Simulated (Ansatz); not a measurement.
Cost and result up the ladder for Al(H2O)F3 (AlOF3H2) (7 atoms). The state is a singlet with charge 0. Geometry: PBE0-D4/def2-SVP.

Cartesian coordinates in Å:
```
Al -0.714 0.390 0.185
O 0.905 -0.685 0.062
H 0.874 -1.231 -0.738
H 1.683 -0.110 -0.004
F 0.079 1.854 0.098
F -1.446 -0.006 1.618
F -1.381 -0.213 -1.220
```

Ansatz on 4 threads of Arm Neoverse V2 on a shared host. Times are rough, and most runs start from the orbitals of an earlier one. ωB97M-V/def2-TZVP serves as the yardstick here, not as an exact answer. Differences are given only for rows in sets of like size (and for xTB, whose basis is part of the method), since another set adds its own error. Binding counts from free atoms at the same level (Al doublet, O triplet, H doublet, F doublet; other spins of the atoms weren't run), without zero-point energy or a counterpoise term.

B3LYP takes the VWN-RPA correlation. HSE06 is defined as in plane-wave codes, on full-range PBE exchange. Correlated methods freeze 9 core orbitals.

Correlated methods converge slowly with the basis.

```
                            level  functions  wall time  binding energy per atom (eV)  difference from ωB97M-V/def2-TZVP (eV)
                  PBE-D4/def2-SVP         84      0.5 s                          4.27                                       –
            LDA (SPW92)/def2-TZVP        173     0.55 s                          4.83                                    0.60
                 PBE0-D4/def2-SVP         84     0.65 s                          4.13                                       –
                 PBE-D4/def2-TZVP        173        1 s                          4.26                                    0.03
                    MP2/def2-TZVP        173      1.1 s                          4.32                                    0.09
revPBE-D4/def2-TZVP (with forces)        173      1.2 s                          4.12                                   -0.11
               B3LYP-D4/def2-TZVP        173      1.3 s                          4.18                                   -0.05
               HSE06-D4/def2-TZVP        173      1.3 s                          4.14                                   -0.09
                PBE0-D4/def2-TZVP        173      1.4 s                          4.14                                   -0.09
              r2SCAN-D4/def2-TZVP        173        2 s                          4.24                                    0.01
                 B97M-V/def2-TZVP        173      3.6 s                          4.21                                   -0.02
                ωB97M-V/def2-TZVP        173      4.2 s                          4.23                                    0.00
               CCSD(T)/def2-TZVPP        194       56 s                          4.17                                   -0.06
```
